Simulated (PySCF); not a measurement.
## Exercise with solution: oscillator strength and radiative lifetime

Si(CF3)(Cl)(H)2 (CH2ClF3Si), SMILES FC(F)(F)[SiH2]Cl.

Geometry optimised at PBE0-D3(BJ)/def2-SVP.

TDA-ωB97X/def2-SVPD (PySCF) puts the first singlet state with f over 0.02 at 9.09 eV (vertical), with the transition dipole (0.065, -0.327, 0.000) in atomic units.

Q: Find the oscillator strength, the wavelength and the radiative lifetime that this transition would have in vacuum if emission retraced absorption.

A: 
|μ|² = 0.1112 au, so |μ| = 0.85 D. ΔE = 9.09/27.211 = 0.3341 hartree. f = (2/3) ΔE |μ|² = 0.025 (the program prints 0.025).
λ = 1239.84/9.09 = 136 nm; ν = 73316 cm⁻¹.
Einstein's coefficient A = 0.6670 ν² f s⁻¹ (ν in cm⁻¹) = 8.9e7 s⁻¹, so τ = 1/A = 11 ns. This state is S4; the lower singlets have f = 0.007, 0.011, 0.002. The figure is the radiative limit of this one transition; relaxation, internal conversion, crossing to triplets and a medium change what is measured.
